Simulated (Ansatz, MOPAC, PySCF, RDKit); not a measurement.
Dimer: H2O (SMILES O) (first 3 atoms) with CH2O (SMILES C=O); geometry from B3LYP-D3(BJ)/def2-TZVP, rigid monomers moved along the line of their centres of mass till O1···C4 is 3.24 Å.
(charge 0, multiplicity 1):
| atom | x (Å) | y (Å) | z (Å) |
|---|---|---|---|
| O | -0.1503 | 0.4376 | -0.1146 |
| H | 0.4921 | 0.1685 | -0.7793 |
| H | -0.5236 | -0.3821 | 0.2299 |
| C | -0.0119 | 0.5195 | 3.1182 |
| O | -0.4158 | -0.6010 | 3.2789 |
| H | 1.0676 | 0.7595 | 3.1194 |
| H | -0.6940 | 1.3750 | 2.9668 |

```csv
level,interaction energy (kJ/mol),"minus CCSD(T)/CBS(aug-cc-pVDZ, aug-cc-pVTZ)",cost
UFF,-1.5,9.0,-
AM1,-4.6,5.9,-
PM3,-4.1,6.4,-
HF/6-31G* (no counterpoise),-12.8,-2.3,-
PBE/def2-TZVPPD,-8.8,1.7,×1
PBE-D3(BJ)/def2-TZVPPD,-10.9,-0.4,×1
PBE-D4/def2-TZVPPD,-10.9,-0.4,×1
B3LYP/6-31G*,-8.0,2.5,-
B3LYP-D4/def2-TZVPPD,-10.6,-0.1,×1
wB97M-V/def2-TZVPPD,-10.7,-0.2,×3
MP2/aug-cc-pVTZ,-10.1,0.4,-
SCS-MP2/aug-cc-pVTZ,-9.3,1.2,-
CCSD(T)/aug-cc-pVTZ,-10.2,0.3,×300*
"CCSD(T)/CBS(aug-cc-pVDZ, aug-cc-pVTZ)",-10.5,0.0,×300*
```

 The comparison column counts from a level with limits of its own.

The rows run from -12.8 (HF/6-31G* (no counterpoise)) to -1.5 kJ/mol (UFF). The dispersion term adds -2.1 in PBE-D3(BJ), -2.0 in PBE-D4.

Interaction energies are E(AB) − E(A) − E(B) at the monomers' geometry in the complex; basis-set methods are counterpoise corrected. Rows marked so take none. RDKit's UFF carries no charges.

Correlated levels freeze the cores. CBS: X⁻³ extrapolation of the correlation energy, Hartree–Fock from the larger set. Rows in 6-31G* carry no dispersion term and start afresh at each structure (6-31G* with six Cartesian d functions). The state that AM1, PM3 reach isn't checked.

The values were computed with Ansatz (Gaussian basis) for Hartree–Fock, density functionals and correlated methods; MOPAC for AM1, PM3 (differences of heats of formation); PySCF for 6-31G* rows, the dispersion terms; RDKit for the force fields. Values without a source in brackets are computed.

Costs are rough ratios of core time to PBE/def2-TZVPPD (about 3 s over the structures, on one shared machine); a dash marks a level with no comparable run of its own. A star marks coupled-cluster runs past 200 virtual orbitals, where the program's memory plan changes under this machine's limit, so their costs aren't comparable with smaller runs.

Ansatz is a quantum-chemistry and plane-wave program.
